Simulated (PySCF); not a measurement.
**Telling isomers of C8H10O2 apart by NMR**

How the numbers were obtained: shielding tensors at PBE0/pcSseg-1 (GIAO), geometry from GFN2-xTB, in PySCF 2.14.0 with density-fitted response routines (non-relativistic Hamiltonian, equivalent nuclei averaged, one computed conformer, in vacuum).

References, each an isolated molecule treated in the same way: TMS for 1H and 13C. Where no couplings were computed, multiplicities follow the n + 1 count of equivalent neighbours, and m marks all less simple cases (inequivalent or close neighbours, rings, F or P nearby). Shifts are as computed. Against solution values, carbons near 30 ppm lie about +3 ppm off and those near 130 ppm about +5 ppm. Of 1211 compounds with measured shifts, 218 miss one by over three times the rms of a fit or turn the order of signals round; such compounds aren't used in these exercises.

(1) Tabulate the signals of `C=C/C=C/C(=C)OC(C)=O`, `C=C/C=C(/C=C)C(=O)OC`, `C#C[C@@H]1CCOC(=O)[C@H]1C` and their relative energies.

(2) What is the quickest way to tell C=C/C=C/C(=C)OC(C)=O from C#C[C@@H]1CCOC(=O)[C@H]1C?

(3) What is the quickest way to tell C=C/C=C/C(=C)OC(C)=O from C=C/C=C(/C=C)C(=O)OC?

(4) What is the quickest way to tell C=C/C=C(/C=C)C(=O)OC from C#C[C@@H]1CCOC(=O)[C@H]1C?

## Answers

(1) 
```json
{"SMILES": "C=C/C=C/C(=C)OC(C)=O", "carbon types": "2×C 3×CH 2×CH2 1×CH3", "δC": "173.4, 158.2, 144.7, 138.1, 135.9, 127.2, 115.2, 24.2", "δH": "6.79 (m, 1H), 6.65 (m, 1H), 6.13 (d, 1H), 5.65 (m, 1H), 5.63 (br s, 1H), 5.55 (m, 1H), 5.47 (br s, 1H), 2.25 (s, 3H)", "E rel. (kcal/mol)": "0.0"}
{"SMILES": "C=C/C=C(/C=C)C(=O)OC", "carbon types": "2×C 3×CH 2×CH2 1×CH3", "δC": "174.3, 146.0, 143.8, 142.7, 141.9, 130.5, 126.3, 50.5", "δH": "7.32 (m, 1H), 6.55 (m, 1H), 6.41 (d, 1H), 5.72 (m, 1H), 5.69 (m, 1H), 5.68 (m, 1H), 5.56 (m, 1H), 4.16 (s, 3H)", "E rel. (kcal/mol)": "6.1"}
{"SMILES": "C#C[C@@H]1CCOC(=O)[C@H]1C", "carbon types": "2×C 3×CH 2×CH2 1×CH3", "δC": "177.6, 93.3, 76.6, 65.6, 42.5, 35.1, 31.4, 17.8", "δH": "4.41 (m, 1H), 4.34 (m, 1H), 2.37 (m, 1H), 2.34 (m, 1H), 2.13 (m, 1H), 1.86 (m, 1H), 1.68 (d, 1H), 1.40 (d, 3H)", "E rel. (kcal/mol)": "6.9"}
```

Energies are electronic energies at PBE0/pcSseg-1 on these geometries, without zero-point or thermal terms, each for the one conformer computed, which needn't be the lowest.

(2) Both give the same number of carbon signals, with the same numbers of each carbon type, so the positions decide. The first has an alkene CH at 144.7 ppm, the second an alkyne carbon (C) at 93.3 ppm. Their most deshielded carbons lie at 173.4 and 177.6 ppm. In the proton spectra the most deshielded non-exchanging signals are 6.79 (m, 1H) and 4.41 (m, 1H).

(3) Both give the same number of carbon signals, with the same numbers of each carbon type, so the positions decide. The first has a methyl carbon α to a carbonyl (CH3) at 24.2 ppm, the second a methyl carbon bonded to O (CH3) at 50.5 ppm. Their most deshielded carbons lie at 173.4 and 174.3 ppm. In the proton spectra the most deshielded non-exchanging signals are 6.79 (m, 1H) and 7.32 (m, 1H).

(4) Both give the same number of carbon signals, with the same numbers of each carbon type, so the positions decide. The first has a β carbon of a C=C–C=O unit (CH) at 146.0 ppm, the second a terminal alkyne carbon (CH) at 76.6 ppm. Their most deshielded carbons lie at 174.3 and 177.6 ppm. In the proton spectra the most deshielded non-exchanging signals are 7.32 (m, 1H) and 4.41 (m, 1H).
